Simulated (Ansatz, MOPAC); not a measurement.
Molecule: C$_{3}$H$_{9}$BN, net charge 0, doublet state. SMILES: C[N]B(C)C

Atoms: C1, N2, B3, C4, C5, H6, H7, H8, H9, H10, H11, H12, H13, H14. Bonds: C1-N2, C1-H6, C1-H7, C1-H8, N2-B3, B3-C4, B3-C5, C4-H9, C4-H10, C4-H11, C5-H12, C5-H13, C5-H14.

Bond lengths (Å) and angles (degrees) optimised at AM1 with MOPAC; PM3 with MOPAC; PBE/6-31G* with Ansatz (a quantum-chemistry and plane-wave program); B3LYP/6-31G* with Ansatz, each started from the B3LYP-D3(BJ)/def2-TZVP structure (Ansatz) of the last column. A row stands for all coordinates that are equal there; 11 of 23 kinds are shown. 6-31G* holds six Cartesian d functions. At AM1 the structure is a saddle point. No wavenumbers were computed at PBE/6-31G*, so these may be saddle points.

| coordinate | AM1 | PM3 | PBE/6-31G* | B3LYP/6-31G* | B3LYP-D3(BJ)/def2-TZVP |
|---|---|---|---|---|---|
| C1-N2 | 1.376 | 1.408 | 1.397 | 1.400 | 1.397 |
| C1-H6 | 1.127 | 1.099 | 1.110 | 1.100 | 1.095 |
| C1-H8 | 1.131 | 1.101 | 1.116 | 1.106 | 1.102 |
| N2-B3 | 1.306 | 1.360 | 1.355 | 1.356 | 1.351 |
| B3-C4 | 1.558 | 1.553 | 1.606 | 1.601 | 1.591 |
| B3-C5 | 1.564 | 1.553 | 1.618 | 1.610 | 1.603 |
| C4-H9 | 1.110 | 1.099 | 1.106 | 1.098 | 1.094 |
| C4-H10 | 1.108 | 1.096 | 1.102 | 1.095 | 1.090 |
| C1-N2-B3 | 159.3 | 178.8 | 161.5 | 162.2 | 159.0 |
| N2-B3-C4 | 122.3 | 120.7 | 122.1 | 121.5 | 121.9 |
| N2-B3-C5 | 122.1 | 120.6 | 119.1 | 119.1 | 118.7 |

Mean signed difference of all 13 bond lengths from B3LYP-D3(BJ)/def2-TZVP: AM1 0.004 Å, PM3 -0.003 Å, PBE/6-31G* 0.011 Å, B3LYP/6-31G* 0.005 Å.
